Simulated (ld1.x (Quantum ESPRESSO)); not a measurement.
## germanium (Ge): one change to a TM potential, before and after

```
Element                 : germanium
Generator               : ld1.x (Quantum ESPRESSO) 7.5
Type                    : norm-conserving Troullier–Martins (Kleinman–Bylander form)
Functional              : PBE
Relativity              : scalar-relativistic
Frozen core             : [Ar] 3d10
Valence charge          : 4
Reference configuration : 4s2 4p1.5 (charge +0.5)
Partial waves           : 4p (bound): rc 1.50 bohr; 4s (bound): rc 1.90 bohr
Local potential         : the s channel
Core correction         : Bessel-smoothed model core inside 1.55 bohr
```

Change: all radii but the core radius scaled by about 1.31 (s 2.48, p 1.96 bohr).

Cutoffs: the cutoffs (Ry, on a coarse ladder) from which the occupation-weighted sum of valence levels, in a spherical-Bessel basis at the reference potential, stays within 10 and 1 mRy of its value at 400 Ry; they do not see the model core or the augmentation charge, which bear on the density cutoff. Errors are all-electron minus pseudo energies relative to the spin-unpolarised reference configuration.

Question: How do hardness, ghosts and transferability respond?

Answer: The potential gets softer (35 Ry and 60 Ry → 12 Ry and 25 Ry); the bound ghost in p disappears; of the 7 tests that both files solve, the error grows in 5 and shrinks in 1 by more than 15 % and 0.3 meV (median size 7.9 → 10.6 meV). A larger radius leaves more room for a smooth pseudo-wave, so fewer plane waves are needed.

| quantity | base | changed |
| --- | --- | --- |
| cutoff, loose | 35 Ry | 12 Ry |
| cutoff, tight | 60 Ry | 25 Ry |
| loose cutoff by channel (10 mRy a level) | p 30 Ry, s 15 Ry | p 6 Ry, s 8 Ry |
| bound ghosts | p | none |
| error for 4s2 4p2, meV [ΔE -2.80 eV] | -0.3 | -3.0 |
| error for 4s2 4p1, meV [ΔE 4.64 eV] | -2.3 | -4.0 |
| error for 4s2 4p0, meV [ΔE 20.08 eV] | -33 | -11 |
| error for 4s1 4p0, meV [ΔE 54.87 eV] | -227 | -224 |
| error for 4s1 4p3, meV [ΔE 5.17 eV] | -7.9 | -36 |
| error for 4s2 4p2.3, meV [ΔE -3.69 eV] | -0.9 | -7.3 |
| error for 4s0 4p4, meV [ΔE 13.39 eV] | -38 | -173 |

 A true bound ghost makes a file unfit for plane-wave use even where its test errors are small: the radial tests pick states by their node count and pass the ghost by.
